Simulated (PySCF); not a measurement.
# Correlation energy of W⁺ (tungsten, charge +1)

[Xe] 4f14 5d5, high-spin 6S determinant (an excited configuration). Calculation: PySCF 2.14, in def2-TZVPPD with the def2 core potential (60 electrons); scalar relativity through the core potential. Frozen: nothing; 13 electrons correlated.

MP2 pair energies summed by pair of shells (mhartree):

| pair | energy | share (%) |
| --- | --- | --- |
| 5p-5d | -116.95 | 44.0 |
| 5p-5p | -62.09 | 23.4 |
| 5d-5d | -52.81 | 19.9 |
| 5s-5p | -19.98 | 7.5 |
| 5s-5d | -10.80 | 4.1 |
| 5s-5s | -3.06 | 1.2 |

Total MP2 correlation energy: -265.68 mhartree.

Same-spin part -105.36 and opposite-spin part -160.32 mhartree; SCS-MP2 scales them by 1/3 and 6/5 to -227.51 mhartree.

The basis has no tight functions for the innermost shells, so their pair energies are far from complete.

This basis was not built for core-valence correlation, so the inner-shell part is incomplete.
